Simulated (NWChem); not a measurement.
CdH₂S; SMILES [SH][CdH]

```xyz
4

Cd     0.0093    -0.5832     0.0000
H      0.0034    -2.2476     0.0000
S      0.0527     1.7723     0.0000
H     -1.2950     1.8842     0.0000
```
Atoms are numbered in this order, from 1.

The geometry was optimised at PBE0/def2-SVP. No frequency run checked for a minimum. def2 effective core potentials on Cd; no spin-orbit coupling.

Symmetry labels are those of Cs in the frame above (b1 and b2, or b-type labels, depend on it).

**Question.** List the 4 lowest vertical singlet excitations from PBE/def2-SVPD with def2 effective core potentials on Cd, TDA (NWChem).

**Answer.** 
| state | energy (eV) | oscillator strength | symmetry | leading excitation (squared amplitude) |
|---|---|---|---|---|
| S1 | 4.42 | 0.002 | a" | HOMO → LUMO (0.99) |
| S2 | 4.70 | 0.032 | a" | HOMO → LUMO+1 (0.99) |
| S3 | 5.03 | 0.017 | a' | HOMO → LUMO+2 (0.89) |
| S4 | 5.62 | 0.003 | a' | HOMO−1 → LUMO (0.86) |
